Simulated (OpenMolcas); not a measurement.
# Re4+: ligand-field states by method

Re4+ with 4 ligands (oxide) in tetrahedral coordination (Td) at 2 Å. A charge of +1 e stands 3.2 Å behind each ligand. Ligand basis ANO-RCC-VDZP.

| Item | Value |
| --- | --- |
| Program | OpenMolcas |
| Basis | ANO-RCC-VDZP [7s6p4d2f1g] |
| Scalar Hamiltonian | DKH2, point nucleus |
| Active space | 3 electrons in 5 orbitals (5d) |
| State averaging | 2S+1 = 4 even, 10 roots; 2S+1 = 2 even, 40 roots |
| Spin-orbit coupling | RASSI with atomic mean-field integrals over the reference wave functions |

I. CASSCF
II. SS-CASPT2, IPEA 0.25 Eh, imaginary shift 0.1 Eh (the 28 lowest orbitals frozen, all others correlated)

Spin-free states (labels of Td) in cm-1, each column counted from its own energy of the first state listed:

```csv
State,Degeneracy,I,II
4T1,3,0,0
2E,2,1720,650
2S+1 = 2,3,10173,7500
4T2,3,10186,9510
2S+1 = 2,3,11554,8630
```

From I to II, I's first state of the same spin (4T2) moves from 10186 to 9510 cm-1, by about -670 cm-1.

From I to II, I's first state of another spin (2E) moves from 1720 to 650 cm-1, by about -1100 cm-1.

χT at 300 K: I 0.39, II 0.32 cm3 K/mol.

The states above are spin-free; spin-orbit coupling is strong here and shifts and splits them by thousands of cm-1.

Roots that are degenerate in the reference are averaged as groups; the widest CASPT2 spread within a group is 360 cm-1 (the 3-fold group of multiplicity 2 near 18500 cm-1 above the lowest state of its run, II). Shifts and gaps below about the spread of the groups concerned are not significant. Over all roots computed the reference weight is 0.66 to 0.68 in II; a low but even weight reflects the number of correlated electrons. This shell can be high or low spin here, a state of another spin lies low, and with metal d orbitals alone active their balance is uncertain, so the ground spin may be wrong. The least metal-like active orbital is 72 % on the metal (Löwdin) and no ligand orbital is active, so the numbers are rough. The oxide ions are held by bare point charges, a crude embedding. Ligand-to-metal charge-transfer states are missing. With no ligand orbital active B as a rule stays too high, so bands that hang on it stand too high and its fall with covalency is understated. Spin-orbit coupling mixes the spin-free states strongly: the lowest level takes only 64 % from its leading state, 4T1 (figures for I; the like holds for II). Without dynamic correlation the repulsion within the d shell is too large (B by tens of per cent), so at a given field states of lower spin stand too high (holds for I). With metal d orbitals alone the field can be off either way by tens of per cent (holds for I). These CASPT2 states fit no ligand-field parameters well, so their order and spin gaps are uncertain (holds for II). With one d shell and no ligand orbital active, 10Dq can be off by a tenth or more (holds for II). The distance lies 6 % over the 1.88 Å that this model takes as the normal distance (a Shannon-type radius plus a fixed donor radius); by an R⁻⁵ law this alone changes a d-shell field by about -27 %. No measured value stands beside these numbers; the geometry was imposed, not optimised, and the real ion may take another.
